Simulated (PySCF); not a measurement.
First hyperpolarisability: SMILES CN(C)c1ccco1, C$_{6}$H$_{9}$NO

Geometry:
```
atom   x (Å)   y (Å)   z (Å)
  C1  -1.783  -1.434  -0.035
  N2  -1.117  -0.222   0.353
  C3  -1.821   1.015   0.115
  C4   0.250  -0.229   0.247
  C5   1.155  -1.211  -0.080
  C6   2.446  -0.604   0.070
  C7   2.232   0.680   0.453
  O8   0.891   0.912   0.562
  H9  -1.323  -2.296   0.472
 H10  -2.837  -1.385   0.272
 H11  -1.748  -1.620  -1.129
 H12  -1.287   1.846   0.592
 H13  -1.932   1.247  -0.965
 H14  -2.826   0.952   0.558
 H15   0.934  -2.226  -0.396
 H16   3.413  -1.073  -0.101
 H17   2.879   1.524   0.670
```

Method used: PySCF 2.14.0, quadratic response CAM-B3LYP/aug-cc-pVDZ first hyperpolarisability, Taylor convention, gas phase. Geometry: PBE0-D3(BJ)/def2-SVP.

(1) What is the first hyperpolarisability, and how does it disperse?

(2) Which lowest excitations, dipole and polarisabilities go with it?

## Answers

(1) In au, Taylor convention; the vector part is βᵢ = ⅓ Σⱼ (βᵢⱼⱼ + βⱼᵢⱼ + βⱼⱼᵢ); β∥ is 3/5 of the vector part along the dipole, the dipole points from − to +:
| process | λ (nm) | β vector norm | β∥ | β HRS | depolarisation ratio |
| --- | --- | --- | --- | --- | --- |
| static β(0;0,0) | ∞ | 337.5 | 61.1 | 135.7 | 5.55 |
| second harmonic β(−2ω;ω,ω) | 1907 | 364.3 | 63.1 | 147.0 | 5.50 |
| Pockels β(−ω;ω,0) | 1907 | 346.1 | 61.8 | – | – |
| second harmonic β(−2ω;ω,ω) | 1064 | 439.1 | 65.7 | 179.1 | 5.36 |
| Pockels β(−ω;ω,0) | 1064 | 366.3 | 63.2 | – | – |

(2) S1 4.51 eV (f = 0.023); S2 5.06 eV (f = 0.045); S3 5.12 eV (f = 0.030); dipole 1.45 D; isotropic α 86.6 au static, 86.9 au at 1907 nm, 87.7 au at 1064 nm, 88.0 au at 953.5 nm, 91.5 au at 532 nm.
